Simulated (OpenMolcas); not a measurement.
Computed levels of 4d⁷ in ions with 43 electrons, in cm-1 above ⁴F_9/2.

- Program: OpenMolcas
- Method: CASSCF
- Basis: ANO-RCC-VTZP
- Scalar Hamiltonian: DKH2, point nucleus
- Spin-orbit coupling: state interaction with AMFI integrals over the reference wave functions, term energies averaged over their components

Active space for each ion: 7 electrons in 5 orbitals (4d).

```json
{"Level": "⁴F_7/2", "Rh2+": "2067", "Ag4+": "3460"}
{"Level": "⁴F_5/2", "Rh2+": "3433", "Ag4+": "5606"}
{"Level": "⁴F_3/2", "Rh2+": "4313", "Ag4+": "6948"}
{"Level": "⁴P_5/2", "Rh2+": "14981", "Ag4+": "18616"}
{"Level": "⁴P_3/2", "Rh2+": "15065", "Ag4+": "18355"}
{"Level": "²G_9/2", "Rh2+": "15557", "Ag4+": "19417"}
{"Level": "⁴P_1/2", "Rh2+": "16418", "Ag4+": "20868"}
{"Level": "²G_7/2", "Rh2+": "17623", "Ag4+": "22854"}
{"Level": "²H_11/2", "Rh2+": "20626", "Ag4+": "25826"}
```

Estimate ⁴F_3/2, ⁴P_5/2, ⁴P_3/2 for Pd3+ from its neighbours Rh2+ and Ag4+.

⁴F_3/2 is fine structure, which grows about as the fourth power of a screened charge, so the fourth roots are averaged: ((4313^0.25 + 6948^0.25) / 2)^4 = 5513. The calculation gives 5617, so the estimate is off by -1.9 %.
⁴P_5/2 is another term, which grows about linearly with the charge: (14981 + 18616) / 2 = 16798. The calculation gives 16750, so the estimate is off by +0.3 %.
⁴P_3/2 is another term, which grows about linearly with the charge: (15065 + 18355) / 2 = 16710. The calculation gives 16670, so the estimate is off by +0.2 %.

Mixed levels, with the weight of the term that names them: Ag4+ ⁴P_3/2 (72 %).

Without dynamic correlation excited terms often stand tens of per cent too high (terms of higher spin than the ground term too low), and those without a measured partner can miss by more than the paired ones. Terms from blocks run as CI alone lack orbitals of their own. Levels of configurations with an s electron are missing; early in the row they begin among the upper levels of the d shell and mix with terms of their name (holds for Rh2+). Levels of configurations outside the active space are missing.
